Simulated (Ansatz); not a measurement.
InH2F (SMILES [H][In]([H])[F]): the energy, rung by rung

InH2F: 4 atoms, total charge 0, spin state singlet. SMILES: `[H][In]([H])[F]`. Geometry: a GFN2-xTB relaxation, a rough one for these elements and not checked as a minimum.

```csv
atom,x (Å),y (Å),z (Å)
In,0.0692,0.1173,-0.0002
H,1.7512,-0.0738,0.0136
H,-0.8914,1.5093,-0.0189
F,-0.9289,-1.5529,0.0055
```

Quantity: the energy change with the In1–H3 bond stretched from 1.691 to 4.229 Å, in eV. The values are calculated.

| level | kind | program | value (eV) | less FCI/STO-3G |
| --- | --- | --- | --- | --- |
| PBE/STO-3G (restricted) | GGA | Ansatz | 6.13 | +1.76 |
| revPBE/STO-3G (restricted) | GGA | Ansatz | 5.99 | +1.62 |
| B3LYP/STO-3G (restricted) | global hybrid | Ansatz | 6.79 | +2.42 |
| BHLYP/STO-3G (restricted) | global hybrid | Ansatz | 7.84 | +3.47 |
| wB97X/STO-3G (restricted) | range-separated hybrid | Ansatz | 8.09 | +3.72 |
| B2PLYP/STO-3G (restricted) | double hybrid | Ansatz | 6.08 | +1.71 |
| CCSDTQ/STO-3G (restricted) | coupled cluster or CI | Ansatz | 4.37 | 0.00 |
| FCI/STO-3G | exact in the basis | Ansatz | 4.37 | 0.00 |

FCI/STO-3G is exact within its basis and frozen core, so for wave-function methods in that basis the difference is their error; functionals converge differently with the basis, so for them it is only a difference. All-electron rows without a relativistic Hamiltonian named are non-relativistic. The first shape isn't each level's own minimum. The values span 4.37 to 8.09 eV. All rows use very small basis sets, so even the best lies far from the true value. In the correlated wave-function rows the outer d shell of In is correlated, in sets not made for it.
